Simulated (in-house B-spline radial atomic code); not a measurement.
Rb. Computed with a B-spline radial atomic code. Model: non-relativistic spherical atom: semilocal Troullier-Martins pseudo-atom, one channel per l, against all electrons, high spin, G0W0 and RPA with empty states to l = 8, local potential for every l without a channel, a model core (radius 0 = none) keeps its share of the functional.

Without relativity these are model numbers for so heavy an element.

What the tables leave out is listed at the end.

The pseudopotential gives back the lowest level of each angular momentum of its own functional in the configuration it was made in; a second state of the same l is only approximately right. Exact exchange, RPA and GW see the smooth pseudo-orbitals and miss the exchange with the core, for which the functional's share stands in. The column with an uncorrelated core keeps all orbitals and exact exchange, and so separates missing core correlation from pseudisation. Only the three outermost levels and the lowest empty one were computed. RPA here is direct RPA, with no exchange kernel, and its energies carry an (l + 1/2)⁻⁴ tail. A hybrid on a potential with a model core restores only its own semilocal share of the core's exchange.

Command:
```bash
python run_psgw.py task.json out
```
Settings (lengths in bohr, energies in hartree):
```
Z                      37
electrons              37
configuration          [Kr] 5s1
generated_in           [Kr] 5s1
functional             pbe,pbe
core_shells            5
radius_factor          1.15
core_correction        True
ion_configuration      [Ar] 3d10 4s2 4p6
```

Cost of the run: 47 s on 1 thread of Intel(R) Xeon(R) Platinum 8488C (Sapphire Rapids) (shared host).

Given: made with PBE; model core radius 0.245 bohr; local radius 1.396 bohr; mean-field start PBE0.

Valence shells of the generating configuration: 3d, 4s, 4p, 5s.

Channel: s 1.481, p 1.669, d 1.348 (radii in bohr).

Computed: largest level miss in the spin-unpolarised generating configuration 0.014 eV; valence RPA correlation energy pseudo -1.2235 hartree; all-electron RPA polarisability, core included 156.33 bohr³; pseudo-atom RPA polarisability 155.61 bohr³; ionisation by mean-field all-electron 4.1387 eV; ionisation by mean-field pseudo minus all 0.014 eV; ionisation by RPA all-electron 4.4213 eV.

```tsv
level	occupied	mean-field all-electron (eV)	mean-field pseudo minus all (eV)	G0W0 all-electron (eV)	G0W0 uncorrelated core minus all (eV)	G0W0 pseudo minus all (eV)	exchange self-energy all-electron (eV)	exchange self-energy pseudo (eV)
5s up	1	-2.8266	-0.011	-4.3496	-0.002	-0.028	-5.4365	-5.3389
5s down (empty)	0	-1.0449	-0.007	-0.40181	-0.002	-0.018	-0.85353	-0.74117
```

(1) What is the ionisation by RPA pseudo minus all?

(2) What is the valence RPA correlation energy all-electron orbitals?

Results:

(1) 0.011 eV.

(2) -1.1043 hartree.

Among the listed levels the largest G0W0 shift of the pseudo-atom is -0.03 eV, for 5s up on the PBE0 start, while leaving the core uncorrelated moves that level by 0.00 eV. The rest, -0.03 eV, comes from pseudisation and the lost core exchange. Not in the tables (levels of low weight, unsolved or above zero; the highest and the empty levels are kept at any weight): on PBE, a start not tabulated, the G0W0 levels 5s up (pseudo minus all -0.04 eV, weights 0.59 and 0.60), 4p down (pseudo minus all -0.93 eV, weights 0.09 and 0.07), 4p up (pseudo minus all -0.07 eV, weights 0.09 and 0.12), 5s down (pseudo minus all -0.03 eV, weights 0.72 and 0.71); on PBE0 the G0W0 levels 4p down (pseudo minus all -0.60 eV, weights 0.10 and 0.04), 4p up (pseudo minus all -0.60 eV, weights 0.10 and 0.04); no Hartree-Fock pseudo-atom is run with a model core.
